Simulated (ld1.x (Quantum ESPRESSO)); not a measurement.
tellurium (Te), TM: configuration errors across variants

Te (Z = 52), norm-conserving Troullier–Martins (Kleinman–Bylander form), made with ld1.x (Quantum ESPRESSO) 7.5 (LDA (PZ), scalar-relativistic). Core [Kr] 4d10, reference 5s2 5p4. Waves: 5p (bound): rc 1.90 bohr; 5d channel at 0.4 Ry: rc 1.55 bohr; 5s (bound): rc 1.85 bohr. Local part: the s channel. Core correction: a·sin(br)/r model core, default radius (core density twice the valence density).

All-electron excitation energies from the reference (eV): (1) 5s2 5p3 9.916; (2) 5s2 5p2 28.089; (3) 5s2 5p1 55.321; (4) 5s2 5p0 92.227; (5) 5s1 5p5 9.353; (6) 5s0 5p6 18.915; (7) 5s2 5p3.5 3.985; (8) 5s2 5p4 spin -0.480; (9) 5s2 5p3 spin 8.605.

Spin tests fill each open shell by Hund’s rule, majority spin first.

The default core radius of the base comes out at 1.49 bohr.

4 further variants failed, have other tests or another functional or relativity, and are left out.

A true bound ghost makes a file unfit for plane-wave use even where its test errors are small: the radial tests pick states by their node count and pass the ghost by.

Errors AE − PS in meV (a dash: test not solved or not reliable):

| change | (1) | (2) | (3) | (4) | (5) | (6) | (7) | (8) | (9) | bound ghosts |
| --- | --- | --- | --- | --- | --- | --- | --- | --- | --- | --- |
| base | -4.1 | -22 | -78 | -215 | -7.8 | -30 | -1.3 | +2.6 | +0.8 | d |
| wave 5d channel at 0.4 Ry: rc 1.55 bohr becomes 5d channel at 0.4 Ry: rc 1.26 bohr | -4.1 | -22 | -78 | -215 | -7.8 | -30 | -1.3 | +2.6 | +0.8 | none |
| core correction a·sin(br)/r model core inside 1.34 bohr | -4.1 | -22 | -79 | -218 | -8.3 | -32 | -1.3 | +1.2 | -3.4 | d |
| wave 5s (bound): rc 1.85 bohr becomes 5s (bound): rc 1.26 bohr | -3.6 | -13 | -28 | -47 | -21 | -151 | -1.3 | +5.6 | +16 | p, d, s (extra level of the local part) |
| all radii but the core radius scaled by about 1.09 (s 2.02, p 2.08, d 1.70 bohr) | -4.0 | -21 | -73 | -200 | -9.6 | -38 | -1.3 | +3.5 | +3.6 | d |
| wave 5d channel at 0.4 Ry: rc 1.55 bohr becomes 5d channel at 0.85 Ry: rc 1.55 bohr | -4.1 | -22 | -78 | -215 | -7.8 | -30 | -1.3 | +2.6 | +0.8 | d |
| wave 5p (bound): rc 1.90 bohr becomes 5p (bound): rc 2.50 bohr | -4.4 | -25 | -90 | -252 | -5.3 | -19 | -1.3 | +0.3 | -6.4 | d |

Problem. Give the same row for: local potential the p channel.

Solution. -2.7, -13, -49, -143, -6.8, -28, -1.0, +3.0, +3.3; bound ghosts: d.
